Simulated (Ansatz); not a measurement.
The first iterations of a band of FGeH2 + H2O (7 atoms, charge 0, multiplicity 2).

Level of theory: Ansatz 0.2.0, UKS PBE/def2-mTZVP.

```json
{
 "movable images": "8",
 "climbing image": "no",
 "spring": "5.0 eV/Å²",
 "optimiser": "quadratic models (default)",
 "start path": "through a guess of the saddle point",
 "force threshold": "0.03 eV/Å",
 "iteration limit": "60",
 "end points": "relaxed"
}
```

First end point:

```xyz
7
Properties=species:S:1:pos:R:3
Ge 0.343 0.188 -0.038
H 0.430 -0.138 3.168
H 1.021 -0.147 -1.425
H -0.806 1.238 -0.213
F -0.518 -1.359 0.314
O -0.363 0.089 2.645
H -0.682 -0.777 2.314
```

Last end point:

```xyz
7
Properties=species:S:1:pos:R:3
Ge -0.012 0.063 -0.322
H 0.057 -0.103 2.497
H 1.426 -0.007 -0.933
H -0.863 1.267 -0.840
F -0.844 -1.391 -0.905
O 0.066 0.026 3.468
H -0.404 -0.762 3.800
```

| iteration | highest image above the first end (eV) | largest band force component (eV/Å) |
| --- | --- | --- |
| 1 | 18.477 | 116.973 |
| 2 | 2.729 | 23.392 |
| 3 | 1.506 | 15.705 |
| 4 | 0.578 | 7.180 |
| 5 | 0.711 | 5.487 |
| 6 | 0.372 | 1.950 |
| 7 | 0.336 | 2.539 |
| 8 | 0.310 | 1.891 |

**Question.** Does the band converge within its limit, and where does its top end?

**Answer.** The forces met the threshold. It ended after 24 iterations with the highest image 0.212 eV above the first end. The highest image is an end point: on this band no image between the ends rises above it.

Run time: 6.1 min on 2 threads of Arm Neoverse V2, with other jobs on the host, peak memory 0.17 GiB.
